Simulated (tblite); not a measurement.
Species: C4H14F2Si3.
Numbering: `[CH3:1][Si@@:2]([CH2:3][F:4])([CH2:5][SiH3:6])[CH2:7][SiH2:8][F:9]` (hydrogens: H10, H11, H12 on C1; H13, H14 on C3; H15, H16 on C5; H17, H18, H19 on Si6; H20, H21 on C7; H22, H23 on Si8)

The geometry is computed with GFN2-xTB (gas phase).

(1) List the bond lengths, angles and torsions at this level.

Answers

(1) 
```
                     bond  length (Å)
                   C1–Si2       1.906
                   Si2–C3       1.931
                    C3–F4       1.385
                   Si2–C5       1.903
                   C5–Si6       1.900
                   Si2–C7       1.903
                   C7–Si8       1.897
                   Si8–F9       1.620
   C1–H10, C1–H11, C1–H12       1.086
                   C3–H13       1.092
                   C3–H14       1.092
                   C5–H15       1.090
                   C5–H16       1.090
Si6–H17, Si6–H18, Si6–H19       1.466
                   C7–H20       1.090
                   C7–H21       1.091
                  Si8–H22       1.455
                  Si8–H23       1.453
```

Bonds in one row agree within 0.01 Å and their mean is given. A selection of angles:
```
     angle  degrees
 C1–Si2–C3    107.3
 C1–Si2–C5    111.4
 C1–Si2–C7    110.7
 C3–Si2–C5    107.4
 C3–Si2–C7    107.8
 C5–Si2–C7    112.0
 Si2–C3–F4    109.7
Si2–C5–Si6    115.8
Si2–C7–Si8    115.7
 C7–Si8–F9    106.3
```

Dihedral angles: C1–Si2–C3–F4 175° (antiperiplanar); C1–Si2–C5–Si6 73° (synclinal); C1–Si2–C7–Si8 171° (antiperiplanar); Si2–C7–Si8–F9 170° (antiperiplanar).

Si2 (four-coordinate silicon) is tetrahedral (angles from 107.3° to 112.0°). The C–Si distances run from 1.897 Å (C7–Si8, drawn single) to 1.931 Å (Si2–C3, drawn single), a spread of 0.034 Å. Of the pairs four or more bonds apart, F4···Si8 is among the closest relative to their van der Waals radii: 3.29 Å, 92 % of the sum of Bondi's values. Si8 (fluorine-bound silicon) is distorted tetrahedral (angles from 103.6° to 115.4°). Si6 (SiH3 silicon) is tetrahedral (angles from 108.8° to 110.2°).

Point group: C1 (no symmetry element, even within 0.4 Å). Its GFN2-xTB frequencies are all real (lowest 28 cm⁻¹). The numbers are those of one conformer. 3 starts were optimised and ended at 0.00, 0.35 and 0.41 kcal/mol (GFN2-xTB); the lowest of these is shown.
